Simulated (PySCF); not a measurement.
# Excitation energy of Al⁺ by level of theory

Al⁺ [Ne] 3s2 (1S) → Al⁺ [Ne] 3s1 3p1, s spin flipped, as a difference of total energies. Computed with PySCF 2.14 in x2c-QZVPPall, with the spin-free X2C one-electron Hamiltonian (Gaussian nucleus). Correlated levels: valence: [Ne] frozen; valence and next inner shell: 1s2 frozen. The calculations carry no spin-orbit coupling.

```tsv
method	excitation energy (eV)
UHF	5.585
LDA	5.604
PBE	5.417
PBE0	5.499
r2SCAN	5.224
revPBE	5.322
r2SCAN0	5.350
M06	5.762
wB97M-V	5.976
MP2 (valence)	5.680
SCS-MP2 (valence)	5.699
MP2 (valence and next inner shell)	5.796
SCS-MP2 (valence and next inner shell)	5.790
```

**Question.** How much does correlation contribute at MP2 (valence and next inner shell)?

**Answer.** 5.796 − (5.585) = 0.211 eV, measured against UHF.

The upper determinant mixes two multiplicities, so it lies between the two terms.

The basis was made for the ground configuration and has no added diffuse functions, so the excitation energy can come out too high.
